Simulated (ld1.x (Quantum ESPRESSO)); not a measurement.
**What one change does to a pseudopotential (antimony, PAW)**

| Item | Value |
| --- | --- |
| Element | Sb |
| Generator | ld1.x (Quantum ESPRESSO) 7.5 |
| Type | PAW |
| Functional | LDA (PZ) |
| Relativity | scalar-relativistic |
| Frozen core | [Kr] 4d10 |
| Valence charge | 5 |
| Reference configuration | 5s2 5p3 |
| Partial waves | 5s (bound): rcut 1.75, rcutus 1.90 bohr; 5s channel at 0.9 Ry: rcut 1.75, rcutus 1.90 bohr; 5p (bound): rcut 1.85, rcutus 2.30 bohr; 5p channel at 0.05 Ry: rcut 1.85, rcutus 2.30 bohr; 5d channel at 0.3 Ry: rcut 1.85, rcutus 2.40 bohr; 5d channel at 1.6 Ry: rcut 1.85, rcutus 2.40 bohr |
| Local potential | all-electron potential smoothed inside 1.45 bohr (lloc = -1) |
| Core correction | Bessel-smoothed model core, default radius (core density twice the valence density) |
| Augmentation charge | PSQ, inside the norm-conserving radii |

All-electron outer shells of the reference configuration (LDA (PZ), scalar-relativistic, ld1.x):

| shell | level (eV) | outermost node (bohr) | outermost maximum (bohr) |
| --- | --- | --- | --- |
| 4p | -101.60 | 0.39 | 0.76 |
| 4d | -33.55 | 0.38 | 0.84 |
| 5s | -13.09 | 0.95 | 1.88 |
| 5p | -5.00 | 1.04 | 2.32 |

Change: local potential all-electron potential smoothed inside 1.65 bohr (lloc = -2).

Cutoffs: the cutoffs (Ry, on a coarse ladder) from which the occupation-weighted sum of valence levels, in a spherical-Bessel basis at the reference potential, stays within 10 and 1 mRy of its value at 400 Ry; they do not see the model core or the augmentation charge, which bear on the density cutoff. Errors are all-electron minus pseudo energies relative to the spin-unpolarised reference configuration.

Question: Predict the effect on cutoff, ghosts and configuration errors.

Answer: The potential gets softer (10 Ry and 21 Ry → 10 Ry and 18 Ry); the bound ghosts move from d, s to d; the errors of the 9 common tests hardly move; the range in which the s phases agree narrows (upper end at the end of the scan → 3.6); the range in which the p phases agree widens (upper end 2.3 → 4.0). A state that the projectors do not describe sees the local part alone, so a deeper or shallower local part can create or remove a ghost.

| quantity | base | changed |
| --- | --- | --- |
| cutoff, loose | 10 Ry | 10 Ry |
| cutoff, tight | 21 Ry | 18 Ry |
| bound ghosts | s, d | d |
| error for 5s2 5p2, meV [ΔE 8.52 eV] | -8.4 | -8.4 |
| error for 5s2 5p1, meV [ΔE 24.77 eV] | -54 | -54 |
| error for 5s2 5p0, meV [ΔE 49.56 eV] | -196 | -195 |
| error for 5s1 5p4, meV [ΔE 8.21 eV] | -9.8 | -9.9 |
| error for 5s1 5p0, meV [ΔE 94.38 eV] | -667 | -664 |
| error for 5s1 5p3, meV [ΔE 17.34 eV] | -33 | -33 |
| error for 5s0 5p5, meV [ΔE 16.65 eV] | -37 | -38 |
| error for 5s2 5p3 (spin-polarised), meV [ΔE -1.09 eV] | -9.2 | -9.1 |
| error for 5s2 5p2 (spin-polarised), meV [ΔE 7.93 eV] | -15 | -15 |
| s: phases at 2.58 bohr within 0.05 rad from the reference energy up to (Ry; the scan ends near 5) | to the end of the scan | 3.6 |
| p: phases at 2.58 bohr within 0.05 rad from the reference energy up to (Ry; the scan ends near 5) | 2.3 | 4.0 |
| d: phases at 2.58 bohr within 0.05 rad from the reference energy up to (Ry; the scan ends near 5) | to the end of the scan | to the end of the scan |
| lowest overlap eigenvalue by channel | s 0.39, p 0.44, d 0.81 | s 0.46, p 0.54, d 0.81 |

 A true bound ghost makes a file unfit for plane-wave use even where its test errors are small: the radial tests pick states by their node count and pass the ghost by.
